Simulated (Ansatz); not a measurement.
Two isomers of C2H9FSi2: A = `CC([SiH3])[SiH2]F`, B = `CC[SiH2][SiH2]F`.

Isolated molecules relaxed with PBE0-D4/def2-TZVP in Ansatz; ΔE leaves out vibrations. CBS: MP2 limit from def2 TZ/QZ plus the TZ coupled-cluster correction, frozen cores. DFT in def2-TZVPP. One conformer a species, not always the lowest.

Problem. Which is lower in electronic energy at CCSD(T)/CBS, and by how much? (Estimate.)

Solution. Computed: A, by 4.1 kcal/mol.

Problem. Give E(B) − E(A) in kcal/mol with PBE0-D4, CCSD(T)/def2-TZVPP, r2SCAN-D4, CCSD/def2-TZVPP, MP2/def2-TZVPP, ωB97M-V, B2PLYP. (Best estimate.)

Solution. Ansatz gave: PBE0-D4 1.8, CCSD(T)/def2-TZVPP 4.2, r2SCAN-D4 2.9, CCSD/def2-TZVPP 4.0, MP2/def2-TZVPP 6.0, ωB97M-V 5.1, B2PLYP 3.2. None reverses the order clearly.

Largest T1 diagnostic: 0.011.

From PBE to PBE0 (25 % exact exchange), in def2-TZVPP and without D4, E(B) − E(A) moves by +1.1 kcal/mol. The D4 term adds +1.4 kcal/mol with B3LYP and +0.7 kcal/mol with PBE0; it sums over pairs of atoms, weighted by their polarisabilities, and B3LYP, whose exchange is more repulsive, gets the larger term.

B3LYP here is the variant with VWN-RPA as its local correlation; programs differ in this.
